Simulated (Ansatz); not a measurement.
Reaction (formal exchange of groups at the Se–Ge bond): `[OH][GeH2][SeH]` + `CO[SiH2]F` → `F[SiH2]OC[SeH]` + `[OH][GeH3]`

Isolated molecules relaxed with PBE0-D4/def2-TZVP in Ansatz; ΔE leaves out vibrations. CCSD(T)/CBS is the MP2 limit (def2-TZVPP, def2-QZVPP) plus CCSD(T) − MP2 in def2-TZVPP, frozen cores. Functionals use def2-TZVPP. For Ge, Se outer-core shells are correlated without core-valence functions, which leaves a few kJ/mol of doubt a bond. Scalar relativity is left out up to krypton. Each species was taken in one conformer, which may not be the lowest.

```tsv
level	ΔE (kcal/mol)
ωB97M-V	26.0
HF/def2-TZVPP	29.1
SCS-MP2/def2-QZVPP	26.2
MP2/CBS(def2)	26.7
```

Task: What does CCSD(T)/CBS give? (Best estimate.)

Result: Computed: +26.0 kcal/mol. The listed levels differ from it by 0.0, 3.1, 0.2, 0.7 kcal/mol.

Largest T1 diagnostic among the species: 0.011.

The D4 term adds −1.1 kcal/mol with B3LYP and −0.6 kcal/mol with PBE0; it sums over pairs of atoms, weighted by their polarisabilities, and B3LYP, whose exchange is more repulsive, gets the larger term. From r2SCAN to r2SCAN0 (25 % exact exchange), in def2-TZVPP and without D4, ΔE moves by +0.8 kcal/mol. In def2-TZVPP, CCSD(T) changes the Hartree–Fock value by −3.4 kcal/mol (the triples alone add −0.5 kcal/mol) and MP2 by −2.7 kcal/mol.

B3LYP here is the variant with VWN-RPA as its local correlation; programs differ in this.
